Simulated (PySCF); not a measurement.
## Electron correlation in Ni²⁺ (nickel, charge +2)

[Ar] 3d8, high-spin 3F determinant. Calculation: PySCF 2.14, in def2-TZVPPD; the non-relativistic Hamiltonian (point nucleus). Frozen: [Ar]; 8 electrons correlated.

```tsv
level	correlation energy (mhartree)
CCSD	-237.80
(T)	-4.65
CCSD(T)	-242.45
```

Diagnostics: T1 = 0.0066, D1 = 0.0097, largest double amplitude 0.018.

Cost of the coupled-cluster step: about 7 core-seconds, for 8 correlated electrons.

Iterations:

```
CC2 = 0
CCSD nocc = (np.int64(5), np.int64(3)), nmo = (58, 58)
frozen orbitals [[0, 1, 2, 3, 4, 5, 6, 7, 8], [0, 1, 2, 3, 4, 5, 6, 7, 8]]
max_cycle = 100
direct = 0
conv_tol = 1e-08
conv_tol_normt = 1e-06
diis_space = 8
diis_start_cycle = 0
Init t2, MP2 energy = -0.247689764937262
Init E_corr(UCCSD) = -0.247689764937865
cycle = 1  E_corr(UCCSD) = -0.234759659698912  dE = 0.0129301052  norm(t1,t2) = 0.0357399
cycle = 2  E_corr(UCCSD) = -0.237935110825511  dE = -0.00317545113  norm(t1,t2) = 0.00950797
cycle = 3  E_corr(UCCSD) = -0.237606879250984  dE = 0.000328231575  norm(t1,t2) = 0.00415705
cycle = 4  E_corr(UCCSD) = -0.237776588209204  dE = -0.000169708958  norm(t1,t2) = 0.00170776
cycle = 5  E_corr(UCCSD) = -0.237809513401417  dE = -3.29251922e-05  norm(t1,t2) = 0.00038778
cycle = 6  E_corr(UCCSD) = -0.237801459449343  dE = 8.05395207e-06  norm(t1,t2) = 0.000132465
cycle = 7  E_corr(UCCSD) = -0.237800620711888  dE = 8.38737454e-07  norm(t1,t2) = 4.49397e-05
cycle = 8  E_corr(UCCSD) = -0.237801688240514  dE = -1.06752863e-06  norm(t1,t2) = 1.38232e-05
cycle = 9  E_corr(UCCSD) = -0.237801451985333  dE = 2.36255182e-07  norm(t1,t2) = 6.08825e-06
cycle = 10  E_corr(UCCSD) = -0.237801399943656  dE = 5.20416772e-08  norm(t1,t2) = 2.02332e-06
cycle = 11  E_corr(UCCSD) = -0.23780145570167  dE = -5.57580143e-08  norm(t1,t2) = 6.8599e-07
cycle = 12  E_corr(UCCSD) = -0.23780143519413  dE = 2.05075398e-08  norm(t1,t2) = 1.79378e-07
cycle = 13  E_corr(UCCSD) = -0.237801436898108  dE = -1.70397843e-09  norm(t1,t2) = 5.29921e-08
UCCSD converged
E(UCCSD) = -1506.244663388039  E_corr = -0.2378014368981085
UCCSD(T) correction = -0.00464816827525564
```
